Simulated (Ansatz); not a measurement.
`C=C(Cl)[SiH2]S` at its PBE0-D4/def2-TZVP geometry, where that method's forces vanish. The species carries charge 0 and has multiplicity 1.

```xyz
10

C    -0.5018   -1.6916   -0.2251
C    -0.4011   -0.5862    0.5030
Cl   -0.4868   -0.6596    2.2349
Si   -0.1648    1.1163   -0.2293
S     1.6430    2.0371    0.4190
H    -0.6431   -2.6720    0.2170
H    -0.4453   -1.6274   -1.3064
H    -0.2013    0.9450   -1.7042
H    -1.2358    2.0279    0.2356
H     2.4371    1.1106   -0.1445
```

Q: What forces (eV/Å) does PBE-D4/def2-TZVPP give on these atoms in Ansatz 0.2.0? (Best estimate.)

A: Ansatz gave: 
```
C1  -0.028 -0.351 -0.242
C2   0.016  0.353  0.113
Cl3 -0.012  0.016  0.347
Si4 -0.017 -0.028 -0.032
S5   0.047  0.301  0.190
H6  -0.029 -0.211  0.077
H7   0.010  0.002 -0.227
H8  -0.019 -0.015 -0.169
H9  -0.112  0.111  0.053
H10  0.144 -0.176 -0.109
```
